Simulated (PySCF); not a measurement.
Fe(OH)2: what the settings change

Fe(OH)2 holds Fe(II), d6, at total charge 0. The structure is a PBE0-D3(BJ)/def2-TZVP geometry optimised for multiplicity 5; coordination linear, point group C2h, metal–donor distances 1.78 Å.

```
5

Fe    0.0000    0.0000    0.0000
O     0.0000    0.0000    1.7853
H    -0.7415    0.0000    2.3869
O     0.0000    0.0000   -1.7853
H     0.7415    0.0000   -2.3869
```

Method (PySCF 2.14, density fitting): CASSCF(6,5) with orbitals averaged over all microstates of the shell, strongly contracted NEVPT2 on the averaged canonical orbitals; basis x2c-TZVPall on the metal, x2c-SVPall elsewhere; spin-free X2C; gas phase; spin-orbit coupling by state interaction with the mean-field operator over all roots.

Base run: NEVPT2 ground state 5Ag, next 5Bg at 26, then 5Ag at 6419 cm⁻¹, B(CASSCF) 1057, ζ 390 cm⁻¹, μeff(300 K) 6.23 μB.

Task: What happens with the basis x2c-TZVPall on all atoms?

Result: NEVPT2 ground state 5Ag, next 5Bg at 26, then 5Ag at 6573 cm⁻¹, B(CASSCF) 1057, ζ 390 cm⁻¹, μeff(300 K) 6.23 μB. It took 5.4 s against 6.1 s on a shared host of the same kind.

Task: What happens with orbitals averaged over the highest spin alone?

Result: NEVPT2 ground state 5Ag, next 5Bg at 25, then 5Ag at 6000 cm⁻¹, B(CASSCF) 1083, ζ 397 cm⁻¹, μeff(300 K) 6.24 μB.

No frequencies were computed for the optimised geometry. 5Bg (26 cm⁻¹) lies within 300 cm⁻¹ of 5Ag at NEVPT2 level, inside the method's error: their order is undecided, and g values and low-temperature moments can hang on it. NEVPT2 lifts 5Ag from 5657 to 6419 cm⁻¹; on the d shell alone such lifts tend to overshoot.
